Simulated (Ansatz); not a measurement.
Mulliken charges of `F[Si](F)(F)[Te]` radical from ωB97M-V/def2-TZVPP in Ansatz (PBE0-D4/def2-TZVP geometry).

| atom | x (Å) | y (Å) | z (Å) | charge (e) |
| --- | --- | --- | --- | --- |
| F1 | 0.045 | -0.015 | 1.633 | -0.271 |
| Si2 | 0.091 | -0.111 | 0.061 | 0.835 |
| F3 | -0.499 | -1.512 | -0.359 | -0.270 |
| F4 | 1.618 | -0.088 | -0.331 | -0.271 |
| Te5 | -1.205 | 1.652 | -1.046 | -0.023 |

Question: By hand: the dipole of these point charges (1 e Å = 4.8032 D).

Answer: Σ q r = (-0.212, 0.305, -0.181) e Å, of length 0.413 e Å = 1.98 D.

Question: How does the dipole of the full density compare? (Best estimate.)

Answer: Ansatz gave: (-0.185, 0.264, -0.158) e Å, 1.72 D; the point charges give 1.15 times that, at 0° from its direction.

Point charges leave out the atoms' own dipoles, such as those of lone pairs, and Mulliken's split depends on the basis, so the two needn't agree.
